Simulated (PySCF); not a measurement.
Ligand exchange on a metal centre used in film growth or etching (Hf Cl-NH2). Isolated molecules, 0 K electronic values unless said otherwise. One relaxed conformer stands for each flexible species; it need not be the lowest. In the def2 sets, heavy atoms carry core potentials. All members: neutral, multiplicity 1. Level: B3LYP-D3(BJ)/def2-TZVP // PBE-D3(BJ)/def2-SVP (PySCF), beside PBE-D3(BJ)/def2-TZVP // PBE-D3(BJ)/def2-SVP (PySCF) at the same geometries. B3LYP has the VWN-RPA correlation part, as in Gaussian.  Orbital energies are measured against the vacuum level.

| species | HOMO, PBE (eV) | HOMO, B3LYP-D3(BJ) (eV) |
|---|---|---|
| [Hf(Cl)4] | -8.32 | -9.42 |
| [Hf(Cl)3(NH2)] | -6.91 | -8.04 |
| [Hf(Cl)2(NH2)2] | -6.34 | withheld |
| [Hf(Cl)(NH2)3] | -5.89 | -7.03 |
| [Hf(NH2)4] | -5.27 | -6.42 |

Question: Fit y = a + b·x, y being the HOMO at the first level, to the 4 complete rows by least squares, with x = the PBE value in eV. Give a, b and the rms residual, and predict the withheld value.

Answer: Means of the 4 rows: x̄ = -6.5975, ȳ = -7.7275 eV. Σ(x − x̄)² = 5.3275 and Σ(x − x̄)(y − ȳ) = 5.2422, so b = 0.984 and a = ȳ − b·x̄ = -1.236 eV. The rms residual is 0.003 eV. At x = -6.34 the line gives -7.47 eV. The run for [Hf(Cl)2(NH2)2] gave -7.47 eV, so the line is off by 0.00 eV, within twice the rms residual.

Codes: PySCF.
